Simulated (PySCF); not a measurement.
SnI₂, SMILES [I][Sn][I] (connectivity only; charge and spin as stated), neutral, multiplicity 1.

Coordinates come from a ωB97X-D3(BJ)/def2-SVP optimisation. The isomer is the one that the SMILES or the coordinates give; other isomers of the formula were not compared. The def2 effective core potentials stand for the cores of I, Sn; spin–orbit coupling is left out.

Level of theory: PySCF 2.14.0 with C-PCM-PBE0/def2-SVP.

The values are the electrostatic part of the solvation free energy, E(continuum) − E(gas) at the gas-phase geometry, in a cavity of scaled van der Waals radii (PySCF's table); cavitation and dispersion terms are not included. A continuum can't describe solvent molecules that bind to the metal. In vacuum the orbital gap is 3.95 eV. The dipole moment in vacuum is 2.44 D.

### Question
Estimate the values in water (ε = 78.36), cyclohexanone (ε = 15.62), diethylether (ε = 4.24). (The exact figures need the calculation; the answer reports its results.)

### Answer

```csv
solvent,ε,ΔG(elec) (kcal/mol),dipole (D),gap (eV)
water,78.36,-3.7,3.85,4.18
cyclohexanone,15.62,-3.4,3.75,4.17
diethylether,4.24,-2.7,3.43,4.12
```
